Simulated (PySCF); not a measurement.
From a computed spectrum to the compound

A species of 6 atoms with charge -1 has these harmonic modes (B3LYP, small Gaussian bases with core potentials, PySCF 2.14.0):

```csv
cm⁻¹,km/mol,symmetry
157,57.6,a''
222,5.8,a'
254,68.2,a''
274,34.5,a'
315,0.8,a''
318,5.1,a'
632,192.1,a'
688,35.9,a'
912,255.7,a''
916,259.0,a'
968,30.4,a'
3846,58.6,a'
```

Question: Which species is it, and in which structure?

Answer: [WO3(OH)]− (singlet):
```xyz
6

W     0.0165   -0.0165    0.0129
O     0.9498    1.0742    1.0297
O    -1.0742   -0.9498    1.0297
O     1.0800   -1.0800   -0.8966
O    -1.0400    1.0400   -1.2567
H    -1.6649    1.6649   -0.8672
```
Ideal gas at 298.15 K and 1 bar: S = 336.5 J/(mol K), Cp = 90.4 J/(mol K), H − H(0 K) = 18.6 kJ/mol (rigid rotor, harmonic modes, spin degeneracy alone). 
 The answer isn't unique; the calculation gave this one.
